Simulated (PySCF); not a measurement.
**Simulated absorption spectrum**

Compound: C6H7NSi.
Structure used (GFN2-xTB), in Å, numbered top down from 1:
```xyz
15
C6H7NSi angstrom
N     -4.2612    1.6932    0.5608
C     -3.6969    0.7472    0.2589
C     -2.9709   -0.4421   -0.1266
C     -1.5796   -0.1077   -0.3841
C     -0.4286    0.1848   -0.5849
Si     1.3224    0.6301   -0.9143
C      2.5618    0.2321    0.4464
C      2.5793   -0.7607   -0.7267
H     -3.0363   -1.1768    0.6837
H     -3.4310   -0.8637   -1.0274
H      1.5310    1.7244   -1.8439
H      2.2261   -0.1616    1.3954
H      3.4489    0.8388    0.5629
H      3.4779   -0.7641   -1.3275
H      2.2526   -1.7660   -0.5003
```

Method: TDDFT CAM-B3LYP/def2-SVPD, vertical, gas phase, core orbitals frozen in the response in PySCF.

Broadening: Gaussians 0.5 eV wide at half height, area fixed by f = 4.319×10⁻⁹ ∫ε dν̃. The width is an assumption, not a result. The curve ends short of the highest state used, and states not computed would add to its high-energy end.

| λ (nm) | ε (L mol⁻¹ cm⁻¹) |
| --- | --- |
| 186.2 | 10593 |
| 189.5 | 7999 |
| 192.7 | 4871 |
| 196.0 | 2753 |
| 199.2 | 2368 |
| 202.4 | 3603 |
| 205.7 | 6241 |
| 208.9 | 9355 |
| 212.1 | 11853 |
| 215.4 | 12720 |
| 218.6 | 11651 |
| 221.8 | 9278 |
| 225.1 | 6434 |
| 228.3 | 4034 |
| 231.5 | 2300 |
| 234.8 | 1184 |
| 238.0 | 582 |
| 241.3 | 264 |
| 244.5 | 117 |
| 247.7 | 50 |
| 251.0 | 20 |
| 254.2 | 8 |
| 257.4 | 3 |
| 260.7 | 1 |

Question: Locate the maxima and give the states behind the curve.

Answer: 215 nm (5.76 eV), ε about 13000, made up of S2 (97%) (ε in L mol⁻¹ cm⁻¹; maxima over ε = 5, shares over 10%). At its high-energy end, 6.66 eV, the curve is still rising (ε about 11000, from S5 and S6). The states used: S1 5.51 eV (f 0.0088); S2 5.77 eV (f 0.230); S3 6.13 eV (f 0.0076); S4 6.60 eV (f 0.0044); S5 6.71 eV (f 0.158); S6 6.74 eV (f 0.038); S7 6.93 eV (f 0.0058); S8 7.26 eV (f 0.012).

Question: On this curve, what absorbance would a 10⁻⁵ mol/L sample give at 222 nm over a 1 cm path?

Answer: 222 nm is 5.585 eV, where ε is about 9100 L mol⁻¹ cm⁻¹, so A = ε c l ≈ 0.091 (Beer–Lambert, with the gas-phase spectrum and the assumed width).

Question: Does any computed singlet lie in the visible range?

Answer: No computed singlet lies in the visible range (380 to 750 nm); the lowest, at 225 nm, stands 2.24 eV above its violet end (3.26 eV).

Question: What would ε be at 5.76 eV, the highest of these maxima, with half the width (0.25 eV)?

Answer: About 24800 L mol⁻¹ cm⁻¹ against 12700, a factor of about 1.95; a lone state at its own centre would give exactly 2.
